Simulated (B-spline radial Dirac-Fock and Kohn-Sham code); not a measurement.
**Two-hole binding energies of Ga³⁺**

System: Ga³⁺ in the configuration [Ar] 3d9 4s1 (an excited configuration).

Level of theory: relaxed Dirac-Fock hole states (ΔSCF) with Breit and QED corrections and a finite nucleus; a radial atomic solver. U is the two-hole binding energy less the two single-hole energies, the effective repulsion of the holes after relaxation. Each two-hole energy is an average over J within one jj subconfiguration.

| holes | E(a) (eV) | E(b) (eV) | E(ab) (eV) | U (eV) |
| --- | --- | --- | --- | --- |
| 1s⁻¹ 2p1/2⁻¹ | 10424.8 | 1201.5 | 11745.1 | 118.8 |
| 1s⁻¹ 3p1/2⁻¹ | 10424.8 | 163.4 | 10623.7 | 35.4 |
| 1s⁻¹ 3p3/2⁻¹ | 10424.8 | 159.7 | 10619.3 | 34.8 |
| 2s⁻² | 1363.0 | 1363.0 | 2798.0 | 72.0 |
| 2s⁻¹ 2p1/2⁻¹ | 1363.0 | 1201.5 | 2630.1 | 65.6 |
| 2s⁻¹ 2p3/2⁻¹ | 1363.0 | 1174.4 | 2602.3 | 65.0 |
| 2p1/2⁻² | 1201.5 | 1201.5 | 2489.7 | 86.7 |
| 2p1/2⁻¹ 2p3/2⁻¹ | 1201.5 | 1174.4 | 2455.3 | 79.4 |
| 2p3/2⁻² | 1174.4 | 1174.4 | ? | ? |
| 2s⁻¹ 3p1/2⁻¹ | 1363.0 | 163.4 | 1558.0 | 31.5 |
| 2s⁻¹ 3p3/2⁻¹ | 1363.0 | 159.7 | 1553.9 | 31.2 |
| 2p1/2⁻¹ 3p3/2⁻¹ | 1201.5 | 159.7 | 1393.2 | 32.0 |
| 2p3/2⁻¹ 3p1/2⁻¹ | 1174.4 | 163.4 | 1370.1 | 32.3 |
| 3p3/2⁻² | 159.7 | 159.7 | 346.5 | 27.0 |

Question: Give the missing two-hole energy and U.

Answer: E(ab) = 2429.4 eV and U = 80.7 eV.

Values without a named source are computed, but for edge energies of neutral atoms, which are taken from tables.
